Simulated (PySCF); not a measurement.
This script is equivalent to a calculation on Al⁺ (aluminium, charge +1).

```python
from pyscf import gto, scf, dft, mp, cc
import basis_set_exchange as bse
mol = gto.M(atom="Al 0 0 0", charge=1, spin=0, symmetry="D2h",
            basis=gto.basis.parse(bse.get_basis("aug-cc-pV(D+d)Z", elements=["Al"], fmt="nwchem", header=False)))
mf = dft.UKS(mol, xc="B88,P86")
mf.irrep_nelec = {'Ag': (3, 3), 'B1u': (1, 1), 'B2u': (1, 1), 'B3u': (1, 1)}
mf.kernel()
```

**Question.** What total energy does it give?

**Answer.** -242.153 hartree (calculated).

**Question.** Which occupied shell lies highest, and where?

**Answer.** 3s, at -14.947 eV.
